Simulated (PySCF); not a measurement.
C2H7B2, AlBCl2H, CH6AlBN, BH3NO2 (calculated)

Computed with PySCF 2.14.0. Calculation on a computer-drawn molecule: optimised geometry and harmonic frequencies of an isolated molecule of the commonest isotopes, restricted reference for singlets and unrestricted otherwise, frozen core in MP2.

(1) C2H7B2

Start structure:
```xyz
11
C2H7B2
B     -0.8291    -1.7483    -1.7157
C     -0.4641    -0.7031    -0.8447
B      0.7793    -1.3439    -1.8802
C     -0.8964     0.7531    -0.9842
H     -1.6716    -2.2025    -2.3125
H     -0.0450    -0.7834     0.1834
H      1.0588    -0.9511    -2.9255
H      1.6732    -1.8533    -1.3139
H     -0.1222     1.4891    -0.8476
H     -1.7501     1.0067    -0.2530
H     -1.3282     0.9257    -1.9980
```

```
charge                                        : 0
multiplicity                                  : 2
method                                        : HF
basis                                         : cc-pVDZ
rotational constants                          : 9.368, 7.907, 4.823 GHz
total energy                                  : -129.0944 hartree
spin squared                                  : 0.7537
convergence status largest gradient component : 1.915e-05 hartree/bohr
```

Drawn bonds:
```csv
atom,other atom,order
1,2,1
2,3,1
2,4,1
1,5,1
2,6,1
3,7,1
3,8,1
4,9,1
4,10,1
4,11,1
```

Optimised structure:
```xyz
11
C2H7B2
B     -1.2334    -1.9649    -1.4335
C     -0.2670    -0.7896    -1.0645
B      1.0964    -1.0227    -1.8125
C     -0.8747     0.6218    -1.1490
H     -2.4078    -1.9043    -1.6710
H     -0.0634    -1.0723    -0.0118
H      1.4421    -0.2965    -2.7077
H      1.8036    -1.9447    -1.5123
H     -0.1849     1.3804    -0.7696
H     -1.8010     0.6998    -0.5752
H     -1.1053     0.8820    -2.1848
```

Modes:
```csv
frequency (cm⁻¹),reduced mass (dalton)
131.3,1.169
197,1.212
228.7,1.204
309.8,1.99
339.1,2.201
437.8,1.779
790.6,2.679
829.4,1.241
887.6,1.496
975.5,1.232
991.5,1.637
1027,1.562
1150,1.379
1195,2.299
1245,1.977
1323,1.268
1394,1.683
1521,1.216
1591,1.046
1601,1.042
2660,1.055
2714,1.095
2734,1.126
3054,1.078
3169,1.037
3235,1.103
3246,1.103
```

(2) AlBCl2H

Start structure:
```xyz
5
AlBCl2H
Cl    -2.8993    -2.2668    -0.9318
B     -2.4387    -0.6617    -1.2952
Al    -0.2904    -0.2375    -1.3486
Cl     1.6993     0.1301    -1.3934
H     -3.1942     0.2238    -1.5172
```

```
charge                                        : 1
multiplicity                                  : 1
method                                        : MP2
basis                                         : cc-pV(D+d)Z
rotational constants                          : 22.19, 0.9883, 0.9461 GHz
total energy                                  : -1186.4090 hartree
convergence status largest gradient component : 2.628e-05 hartree/bohr
```

Drawn bonds:
```csv
atom,other atom,order
1,2,1
2,3,1
3,4,1
2,5,1
```

Optimised structure:
```xyz
5
AlBCl2H
Cl    -2.8957    -2.2668    -0.9316
B     -2.4379    -0.6683    -1.2938
Al    -0.2972    -0.2332    -1.3503
Cl     1.7035     0.1272    -1.3923
H     -3.1961     0.2291    -1.5182
```

Modes:
```csv
frequency (cm⁻¹),reduced mass (dalton)
60.69,21.62
116.3,5.673
206.5,24.37
428.1,6.567
681.2,1.465
689,20.14
930.5,2.063
1022,1.886
2752,1.096
```

(3) CH6AlBN

Start structure:
```xyz
10
CH6AlBN
C      0.1100    -2.1609     2.1427
Al    -0.1822    -0.7914     0.6867
B      0.3937     0.8848    -0.2923
N     -0.2448     2.1116    -0.0584
H      0.9997    -2.6695     2.0419
H      0.1829    -1.7067     3.1726
H     -0.7170    -2.8180     2.2187
H      0.6908     0.7291    -1.4660
H     -0.3510     2.8624    -0.7447
H     -0.5185     2.4995     0.8612
```

```
charge                                        : 0
multiplicity                                  : 2
method                                        : HF
basis                                         : cc-pV(D+d)Z
rotational constants                          : 16.61, 2.293, 2.208 GHz
total energy                                  : -362.4165 hartree
spin squared                                  : 0.764
convergence status largest gradient component : 3.066e-05 hartree/bohr
```

Drawn bonds:
```csv
atom,other atom,order
1,2,1
2,3,1
3,4,1
1,5,1
1,6,1
1,7,1
3,8,1
4,9,1
4,10,1
```

Optimised structure:
```xyz
10
CH6AlBN
C      0.0971    -2.0421     2.0623
Al    -0.8671    -0.9373     0.7204
B      0.0917     0.7558    -0.2490
N     -0.1945     2.0997    -0.0100
H      1.0526    -2.3941     1.6515
H      0.3423    -1.4361     2.9450
H     -0.4624    -2.9168     2.4055
H      0.9157     0.5439    -1.1118
H      0.2506     2.8436    -0.5090
H     -0.8622     2.4242     0.6575
```

Modes:
```csv
frequency (cm⁻¹),reduced mass (dalton)
48.36,2.014
58.1,1.194
136.3,2.488
220,3.781
456.8,3.247
511,1.55
569.9,1.175
597.9,1.311
632.2,4.508
721.7,1.33
929.7,1.066
957.4,1.149
1210,1.465
1316,1.228
1355,3.906
1535,1.055
1546,1.059
1761,1.188
2602,1.09
3129,1.037
3193,1.097
3234,1.098
3802,1.051
3901,1.098
```

(4) BH3NO2

Start structure:
```xyz
7
BH3NO2
N     -0.1222     1.9008    -0.3456
B      0.1636     0.4010    -0.6235
O     -0.1887    -0.3324    -1.5710
O      0.8904    -0.1112     0.6013
H      0.6397     2.2875     0.1549
H     -0.0861     2.4107    -1.3694
H      0.9227    -1.0672     0.5260
```

```
charge               : -1
multiplicity         : 1
method               : HF
basis                : aug-cc-pVDZ
rotational constants : ?
total energy         : ?
```

Drawn bonds:
```csv
atom,other atom,order
1,2,1
2,3,1
2,4,1
1,5,1
1,6,1
4,7,1
```

Question: Give the missing rotational constants for BH3NO2 (entry 4).
Answer: 10.26, 9.423, 4.93 GHz

Question: BH3NO2 (entry 4): total energy?
Answer: -230.7829 hartree

Further results for BH3NO2 (entry 4):

```
convergence status largest gradient component : 2.352e-05 hartree/bohr
```

Optimised structure:
```xyz
7
BH3NO2
N     -0.0028     1.8672    -0.4368
B      0.1869     0.3995    -0.5720
O     -0.1815    -0.3296    -1.5655
O      0.8401    -0.1168     0.6084
H      0.6213     2.3619     0.1665
H     -0.1475     2.3528    -1.2969
H      0.9029    -1.0459     0.4691
```

Modes:
```csv
frequency (cm⁻¹),reduced mass (dalton)
383.6,1.615
439.9,1.564
472,1.424
490.8,2.924
539.5,1.141
771.8,7.61
816.1,5.191
961.4,1.746
1116,1.617
1232,2.416
1610,4.824
1715,1.257
3772,1.049
3874,1.096
4197,1.065
```
